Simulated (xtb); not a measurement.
xtb input (GFN-FF):

```bash
xtb mol.xyz --gfnff --opt tight --chrg 0 --uhf 0
```
mol.xyz:
```
9

Si     1.00715407     0.28468245     0.17360047
O     -0.30915855    -0.50769802    -0.41545000
C     -1.64107861    -0.18925907    -0.04625178
H      2.18800046    -0.34271057    -0.45105360
H      1.08091493     0.16486738     1.65269768
H      0.95157032     1.73046119    -0.16427399
H     -1.89316587     0.84135799    -0.31665681
H     -1.79732316    -0.31872721     1.02969620
H     -2.31041357    -0.86366448    -0.57970537
```

End of the output:

```
         :::::::::::::::::::::::::::::::::::::::::::::::::::::
         ::                     SUMMARY                     ::
         :::::::::::::::::::::::::::::::::::::::::::::::::::::
         :: total energy              -1.040646092549 Eh    ::
         :: gradient norm              0.000228567009 Eh/a0 ::
         ::.................................................::
         :: bond energy               -1.050447853946 Eh    ::
         :: angle energy               0.018545530119 Eh    ::
         :: torsion energy             0.000000010889 Eh    ::
         :: repulsion energy           0.044710233319 Eh    ::
         :: electrostat energy        -0.050453854912 Eh    ::
         :: dispersion energy         -0.002959148952 Eh    ::
         :: HB energy                  0.000000000000 Eh    ::
         :: XB energy                  0.000000000000 Eh    ::
         :: bonded atm energy         -0.000041009068 Eh    ::
         :: external energy            0.000000000000 Eh    ::
         :: add. restraining           0.000000000000 Eh    ::
         :: total charge              -0.000000000000 e     ::
         :::::::::::::::::::::::::::::::::::::::::::::::::::::

           -------------------------------------------------
          |                Property Printout                |
           -------------------------------------------------

molecular dipole:
                 x           y           z       tot (Debye)
 q only:        0.038       0.452       0.387       1.516
           -------------------------------------------------
          |                Geometry Summary                 |
           -------------------------------------------------

      molecular mass/u    :       62.1432840
   center of mass at/Å    :        0.0179370      -0.0317875      -0.0286666
  moments of inertia/u·Å² :        0.1529249E+02   0.8883165E+02   0.9509778E+02
rotational constants/cm⁻¹ :        0.1102347E+01   0.1897706E+00   0.1772663E+00

 * 8 selected distances

     #   Z          #   Z                                           value/Å
     1  14 Si       2   8 O                                       1.6830382 (max)
     2   8 O        3   6 C                                       1.3901283
     1  14 Si       4   1 H                                       1.4684712
     1  14 Si       5   1 H                                       1.4680747
     1  14 Si       6   1 H                                       1.4680747
     3   6 C        7   1 H                                       1.0920154
Note: The following floating-point exceptions are signalling: IEEE_UNDERFLOW_FLAG IEEE_DENORMAL
normal termination of xtb
     3   6 C        8   1 H                                       1.0920154
     3   6 C        9   1 H                                       1.0919947 (min)

 * 4 distinct bonds (by element types)

   Z      Z             #   av. dist./Å        max./Å        min./Å
   1 H    6 C           3     1.0920085     1.0920154     1.0919947
   6 C    8 O           1     1.3901283     1.3901283     1.3901283
   1 H   14 Si          3     1.4682069     1.4684712     1.4680747
   8 O   14 Si          1     1.6830382     1.6830382     1.6830382

optimized geometry written to: xtbopt.xyz

           -------------------------------------------------
          | TOTAL ENERGY               -1.040646092549 Eh   |
          | GRADIENT NORM               0.000228567009 Eh/α |
           -------------------------------------------------
########################################################################
[WARNING] Runtime exception occurred
-1- gfnff_setup: Could not read topology file.
########################################################################

------------------------------------------------------------------------
------------------------------------------------------------------------
 total:
 SCF:
 ANC optimizer:
```
